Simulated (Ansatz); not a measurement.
BClH2Zn: structure from calculated spectroscopic constants

These gas-phase data were calculated for one isomer of BClH2Zn at BLYP-D3(BJ)/def2-SVP (harmonic, unscaled wavenumbers; equilibrium rotational constants with average atomic masses):

```
rotational constants            : 37.42, 1.876, 1.786 GHz
all wavenumbers above 1500 cm⁻¹ : 2529, 1749
```

Candidates:

(1) `Cl[BH][ZnH]`, a singlet
(2) `[BH2][Zn][Cl]`, a singlet

Problem. Which structure fits?

Solution. Candidate (1). 1 mode lies between 2350 and 2900 cm⁻¹, one for each B–H bond, while (2) has 2.

The same quantities for all candidates:

```tsv
	rotational constants (GHz)	wavenumbers above 1500 cm⁻¹	E above the lowest, BLYP-D3(BJ)/def2-SVP (kcal/mol)
(1)	37.42, 1.876, 1.786	2529, 1749	8.1
(2)	233.2, 2.5, 2.473	2606, 2509	0.0
```

Harmonic stretches to hydrogen usually lie a few per cent above observed fundamentals. Programs: Ansatz 0.2.0.
